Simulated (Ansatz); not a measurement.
Coupled-cluster run, CSe (`[C][Se]`).

```yaml
crystal:
  periodic: [false, false, false]
  atoms:
    - {symbol: C, position_ang: [-0.000000, -0.000000, -0.008551]}
    - {symbol: Se, position_ang: [0.000000, 0.000000, 1.662811]}
basis:
  gaussian: {orbitals: def2-TZVPP}
correlation: {method: ccsd_t}
output: {orbitals: {seedname: orbitals}}
```

```sh
$ ansatz run in.yaml --threads 2 --pin off --events-out ev --progress --plain --max-ram 32768MiB --backend cpu
```

The program prints (abridged):

```
Functional definition: HF
522 factors; integrals over basis functions are off by at most 1.4e-3 eV
mean field evaluation 1: about -66330.6927 eV, gradient 8.1e0 eV
mean field evaluation 2: about -66330.8044 eV, gradient 8.4e0 eV
mean field evaluation 4: about -66331.1557 eV, gradient 2.7e0 eV
mean field evaluation 8: about -66331.1902 eV, gradient 6.2e-2 eV
mean field -66331.19027213 eV, -2437.6262816051 hartree, gradient 2.5e-6 eV, S^2 0.000000; 0 other end points of the search recorded, 0 dependent functions left out; unrestricted orbitals would lower it
10 core orbitals not correlated: weight in the atoms' cores, before any rotation towards them, 1.000 or more for the frozen orbitals, at most 0.000 for the correlated occupied ones
reference -66331.19027213 eV, -2437.6262816051 hartree; 10, 10 occupied and 59, 59 virtual orbitals, 522 factors
second order -11.06686905 eV of doubles, -0.00000000 eV of singles
cycle   1  -10.56431297 eV  change    5.0e-1 eV  update   1.4e-1
cycle   2  -11.03248711 eV  change   -4.7e-1 eV  update   5.6e-2
cycle   3  -11.17091214 eV  change   -1.4e-1 eV  update   2.7e-2
cycle   4  -11.15678154 eV  change    1.4e-2 eV  update   8.4e-3
cycle   5  -11.15524939 eV  change    1.5e-3 eV  update   3.0e-3
cycle   6  -11.15620211 eV  change   -9.5e-4 eV  update   8.8e-4
cycle   7  -11.15553852 eV  change    6.6e-4 eV  update   2.3e-4
cycle   8  -11.15559016 eV  change   -5.2e-5 eV  update   7.1e-5
cycle   9  -11.15558104 eV  change    9.1e-6 eV  update   2.2e-5
perturbative correction -0.66490664 eV, -0.0244348682 hartree
Total energy: -66343.01075981 eV, -2438.0606765151 hartree
```

It took 1.5 s on 2 threads of an AMD EPYC 7R13 on a shared host, with 0.22 GiB of host memory at the peak.

MP2 recovers 93.6 % of the CCSD(T) correlation energy and the triples give 5.6 %; T1 = 0.0220.
